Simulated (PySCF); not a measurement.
C$_{3}$H$_{5}$ (SMILES [CH2]C=C), doublet, geometry from GFN2-xTB; PBE0/3-21G (PySCF).

The PySCF input:
```python
from pyscf import gto, scf, dft

mol = gto.M(
    atom='''
C     1.219304   -0.012559   -0.151920
C    -0.050356    0.420887    0.136223
H     1.396419   -1.020277   -0.484940
H     2.071795    0.634233   -0.055479
H    -0.172892    1.445064    0.467704
C    -1.174911   -0.358483    0.031830
H    -2.150568    0.024173    0.268577
H    -1.108971   -1.382263   -0.292658
''',
    basis='3-21g',
    charge=0,
    spin=1,
    verbose=4,
)

mf = dft.UKS(mol)
mf.xc = 'pbe0'
mf.kernel()
```

It wrote (shortened):

```
PySCF version 2.14.0

[INPUT] verbose = 4
[INPUT] num. atoms = 8
[INPUT] num. electrons = 23
[INPUT] charge = 0
[INPUT] spin (= nelec alpha-beta = 2S) = 1
[INPUT] symmetry False subgroup None
[INPUT] Mole.unit = angstrom
[INPUT] Symbol           X                Y                Z      unit          X                Y                Z       unit  Magmom
[INPUT]  1 C      1.219304000000  -0.012559000000  -0.151920000000 AA    2.304150622587  -0.023733070398  -0.287087192844 Bohr   0.0
[INPUT]  2 C     -0.050356000000   0.420887000000   0.136223000000 AA   -0.095159048729   0.795361159390   0.257424161867 Bohr   0.0
[INPUT]  3 H      1.396419000000  -1.020277000000  -0.484940000000 AA    2.638849465139  -1.928044101193  -0.916403786847 Bohr   0.0
[INPUT]  4 H      2.071795000000   0.634233000000  -0.055479000000 AA    3.915125136243   1.198526669161  -0.104840115665 Bohr   0.0
[INPUT]  5 H     -0.172892000000   1.445064000000   0.467704000000 AA   -0.326718529128   2.730775192468   0.883832467364 Bohr   0.0
[INPUT]  6 C     -1.174911000000  -0.358483000000   0.031830000000 AA   -2.220260010739  -0.677434690312   0.060149982545 Bohr   0.0
[INPUT]  7 H     -2.150568000000   0.024173000000   0.268577000000 AA   -4.063984532254   0.045680349609   0.507536973357 Bohr   0.0
[INPUT]  8 H     -1.108971000000  -1.382263000000  -0.292658000000 AA   -2.095651470085  -2.612098502120  -0.553043468163 Bohr   0.0

nuclear repulsion = 65.4960297079959
number of shells = 25
number of NR pGTOs = 60
number of NR cGTOs = 37
basis = 3-21g
ecp = {}

******** <class 'pyscf.dft.uks.UKS'> ********
method = UKS
initial guess = minao
damping factor = 0
level_shift factor = 0
DIIS = <class 'pyscf.scf.diis.CDIIS'>
diis_start_cycle = 1
diis_space = 8
diis_damp = 0
SCF conv_tol = 1e-09
SCF conv_tol_grad = None
SCF max_cycles = 50
direct_scf = True
direct_scf_tol = 1e-13
number electrons alpha = 12  beta = 11
XC library pyscf.dft.libxc version 7.1.2
    S. Lehtola, C. Steigemann, M. J. T. Oliveira, and M. A. L. Marques,  SoftwareX 7, 1–5 (2018)
XC functionals = pbe0
    C. Adamo and V. Barone,  J. Chem. Phys. 110, 6158 (1999)
    M. Ernzerhof and G. E. Scuseria,  J. Chem. Phys. 110, 5029 (1999)
radial grids:
    Treutler-Ahlrichs [JCP 102, 346 (1995); DOI:10.1063/1.469408] (M4) radial grids

becke partition: Becke, JCP 88, 2547 (1988); DOI:10.1063/1.454033
pruning grids: <function nwchem_prune>
grids dens level: 3
symmetrized grids: False
atomic radii adjust function: <function treutler_atomic_radii_adjust>
small_rho_cutoff = 0
Set gradient conv threshold to 3.16228e-05
tot grids = 91400
init E= -116.589086435972

cycle= 1 E= -116.450226349526  delta_E= 0.139  |g|= 0.146  |ddm|= 1.83
cycle= 2 E= -116.45781277961  delta_E= -0.00759  |g|= 0.116  |ddm|= 0.326
cycle= 3 E= -116.465367670529  delta_E= -0.00755  |g|= 0.016  |ddm|= 0.143
cycle= 4 E= -116.465811780184  delta_E= -0.000444  |g|= 0.0115  |ddm|= 0.0407
cycle= 5 E= -116.465934521157  delta_E= -0.000123  |g|= 0.0037  |ddm|= 0.0173
cycle= 6 E= -116.465962394051  delta_E= -2.79e-05  |g|= 0.000262  |ddm|= 0.0137
cycle= 7 E= -116.465962497455  delta_E= -1.03e-07  |g|= 6.56e-05  |ddm|= 0.000702
cycle= 8 E= -116.465962504021  delta_E= -6.57e-09  |g|= 1.46e-05  |ddm|= 0.000195
cycle= 9 E= -116.465962504279  delta_E= -2.58e-10  |g|= 2.1e-06  |ddm|= 4.05e-05
Extra cycle  E= -116.465962504284  delta_E= -5.12e-12  |g|= 9.56e-07  |ddm|= 5.65e-06
converged SCF energy = -116.465962504284  <S^2> = 0.78830061  2S+1 = 2.0379407
```
